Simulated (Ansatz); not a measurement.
Cost and result for the atomization energy of CHClFNSi, SMILES `N#C[SiH](F)Cl` (6 atoms, 5 bonds).

Charge 0, multiplicity 1. All single points use the PBE0-D4/def2-TZVP geometry. Program: Ansatz. All runs use 2 threads of a server CPU on a shared host. Times are those of one run each, without the atoms' runs, and a repeat can differ threefold. Electronic energies, without spin–orbit coupling; frozen cores. CCSD(T)/CBS adds CCSD(T) − MP2 in def2-TZVPP to the MP2 limit, and its time is that of the two runs behind it. T1 = 0.012. B3LYP takes the VWN-RPA correlation (the form of Gaussian; ORCA's B3LYP/G). HSE06 is the plane-wave form, built on full-range PBE exchange.

CCSD(T)/CBS is a level of theory with its own doubt, some kJ/mol a heavy atom from the limit and from the frozen cores, so smaller differences don't rank the functionals.

```json
{"level": "revPBE-D4/def2-TZVPP", "functions": "191", "wall time": "1.7 s", "atomization (kJ/mol)": "2521.8", "difference from CCSD(T)/CBS": "-10.7", "per bond": "-2.1"}
{"level": "BLYP-D4/def2-TZVPP", "functions": "191", "wall time": "1.7 s", "atomization (kJ/mol)": "2541.9", "difference from CCSD(T)/CBS": "9.4", "per bond": "1.9"}
{"level": "CCSD(T)/def2-SVP", "functions": "83", "wall time": "2.2 s", "atomization (kJ/mol)": "2326.2", "difference from CCSD(T)/CBS": "-206.3", "per bond": "-41.3"}
{"level": "PBE0-D4/def2-TZVPP", "functions": "191", "wall time": "2.4 s", "atomization (kJ/mol)": "2515.0", "difference from CCSD(T)/CBS": "-17.5", "per bond": "-3.5"}
{"level": "BHLYP-D4/def2-TZVPP", "functions": "191", "wall time": "2.6 s", "atomization (kJ/mol)": "2400.7", "difference from CCSD(T)/CBS": "-131.8", "per bond": "-26.4"}
{"level": "HSE06-D4/def2-TZVPP", "functions": "191", "wall time": "2.9 s", "atomization (kJ/mol)": "2517.2", "difference from CCSD(T)/CBS": "-15.3", "per bond": "-3.1"}
{"level": "B3LYP-D4/def2-TZVPP (with forces)", "functions": "191", "wall time": "3.6 s", "atomization (kJ/mol)": "2512.4", "difference from CCSD(T)/CBS": "-20.1", "per bond": "-4.0"}
{"level": "r2SCANh-D4/def2-TZVPP", "functions": "191", "wall time": "3.9 s", "atomization (kJ/mol)": "2492.2", "difference from CCSD(T)/CBS": "-40.3", "per bond": "-8.1"}
{"level": "B2PLYP/def2-TZVPP", "functions": "191", "wall time": "4.3 s", "atomization (kJ/mol)": "2508.0", "difference from CCSD(T)/CBS": "-24.5", "per bond": "-4.9"}
{"level": "ωB97X-V/def2-TZVPP", "functions": "191", "wall time": "6.5 s", "atomization (kJ/mol)": "2537.2", "difference from CCSD(T)/CBS": "4.7", "per bond": "0.9"}
{"level": "MP2/def2-QZVPP", "functions": "341", "wall time": "13 s", "atomization (kJ/mol)": "2614.9", "difference from CCSD(T)/CBS": "82.4", "per bond": "16.5"}
{"level": "CCSD(T)/def2-TZVPP", "functions": "191", "wall time": "40 s", "atomization (kJ/mol)": "2444.4", "difference from CCSD(T)/CBS": "-88.1", "per bond": "-17.6"}
{"level": "CCSD(T)/CBS(def2)", "functions": "–", "wall time": "53 s", "atomization (kJ/mol)": "2532.5", "difference from CCSD(T)/CBS": "0.0", "per bond": "0.0"}
```

The D4 term adds +24.1 kJ/mol with B3LYP and +12.5 kJ/mol with PBE0; it sums over pairs of atoms, weighted by their polarisabilities, and B3LYP, whose exchange is more repulsive, gets the larger term. At CCSD(T), def2-SVP lies −206.4 kJ/mol from the extrapolated value and def2-TZVPP −88.1 kJ/mol: correlation converges slowly with the basis, and small sets miss more of it in the bonded molecule than in its fragments. From r2SCAN to r2SCAN0 (25 % exact exchange), in def2-TZVPP and without D4, the atomization energy moves by −77.3 kJ/mol: exact exchange takes away binding that semilocal exchange gives to molecules.
